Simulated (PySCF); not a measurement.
Computed properties of W(O)2(OH) (HO₃W), SMILES [O]=[W+](=[O])[OH], charge +1, multiplicity 1

W(O)2(OH) (HO3W), SMILES [O]=[W+](=[O])[OH], charge +1, multiplicity 1. Coordinates come from a PBE0-D3(BJ)/def2-SVP optimisation. The spin state was assumed, not searched. The isomer is the one that the SMILES or the coordinates give; other isomers of the formula were not compared. The def2 effective core potentials stand for the cores of W; spin–orbit coupling is left out. One conformer was computed; it need not be the lowest. All values are computed for the isolated molecule unless a solvent is named; none is compared with measurement here.

**Structure.** The optimised structure has Cs symmetry. All 9 harmonic modes at PBE0-D3(BJ)/def2-SVP (PySCF) are real, so it is a minimum. With heavy atoms numbered as in [W+:1](=[O:2])(=[O:3])[OH:4], the shortest bond between them is W1–O3 at 1.675 Å and the longest W1–O4 at 1.811 Å.

**Vibrations.** The strongest infrared lines (harmonic, unscaled, degenerate partners summed) lie at 3800 cm⁻¹ (696 km/mol, H 94 %), 602 cm⁻¹ (226 km/mol, H 73 %, O 26 %), 220 cm⁻¹ (195 km/mol, H 92 %). The softest mode is at 220 cm⁻¹ and the zero-point energy is 12.3 kcal/mol.

**Electronic structure.** M06-2X/def2-TZVPD (PySCF) places the frontier levels at -17.01 and -9.84 eV, a gap of 7.17 eV and a mean polarisability of 38.3 bohr³.

**Excitations.** TDDFT-M06-2X/def2-SVPD (PySCF) has S1 at 3.31 eV (375 nm, f = 0.001, dark); the most intense of the 10 singlets computed lies at 5.91 eV (f = 0.01). T1 (TDA) is at 3.15 eV. No vertical singlet excitation falls in the visible range (under 3.1 eV).
